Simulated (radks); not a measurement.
Question: The mean radii <r> (bohr) of the occupied orbitals of an atom or ion are listed with their occupations. Calculated with a radial shooting solver on a logarithmic mesh with Libxc functionals: scalar-relativistic Kohn-Sham, PBE, spin-polarised, spherical densities, finite nucleus; Fermi nuclear charge, rms radius of each element as measured or else 0.836 A^(1/3) + 0.57 fm.

| orbital | occ. | <r> |
|---|---|---|
| 1s up | 1 | 0.02558 |
| 1s down | 1 | 0.02558 |
| 2s up | 1 | 0.1097 |
| 2s down | 1 | 0.1097 |
| 2p up | 3 | 0.09613 |
| 2p down | 3 | 0.09612 |
| 3s up | 1 | 0.2904 |
| 3s down | 1 | 0.2903 |
| 3p up | 3 | 0.2879 |
| 3p down | 3 | 0.2878 |
| 3d up | 5 | 0.2637 |
| 3d down | 5 | 0.2636 |
| 4s up | 1 | 0.6330 |
| 4s down | 1 | 0.6330 |
| 4p up | 3 | 0.6569 |
| 4p down | 3 | 0.6572 |
| 4d up | 2 | 0.6845 |

Name the element and its charge. Open shells, if any, are filled with parallel spins first.

Answer: Z = 56, barium, charge +18: Ba18+ in [Kr] 4d2. The 1s radius gives Z: for a bare nucleus <r> = (2 gamma + 1)/(2Z) with gamma = sqrt(1 - (Z/c)^2), 0.02523 bohr for Z = 56, and screening makes it slightly larger (0.02558 here). The occupations add up to 38, and the charge is Z minus that.
